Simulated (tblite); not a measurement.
Give a GFN2-xTB geometry of `O=C1C(F)=CSC=C1Cl`.

Z-matrix in Å and degrees, rows numbered from 1:
```
O 
C   1  1.2134
C   2  1.4686  1  122.90
F   3  1.3433  2  114.96  1     0.01
C   3  1.3444  2  127.79  1  -179.96
S   5  1.7146  3  124.49  2    -0.11
C   6  1.7190  5  101.77  3     0.07
C   7  1.3459  6  125.35  5     0.04
Cl  8  1.7220  2  114.58  1     0.08
H   5  1.0794  3  120.76  2   179.90
H   7  1.0788  6  113.37  5  -179.99
```

The 6-membered ring C2–C3–C5–S6–C7–C8 has internal angles of 101.8° to 127.8° (sum 720°, against 720° for a flat polygon); it is planar, 0.00 Å rms from its mean plane, widest ring torsion 0°. The 9 heavy atoms lie in one plane (0.001 Å rms). The C–C distances run from 1.344 Å (C3–C5, drawn aromatic) to 1.472 Å (C2–C8, drawn aromatic), a spread of 0.128 Å.

The geometry is computed with GFN2-xTB (gas phase).

Point group: Cs (tolerance 0.08 Å). Its GFN2-xTB frequencies are all real (lowest 63 cm⁻¹).
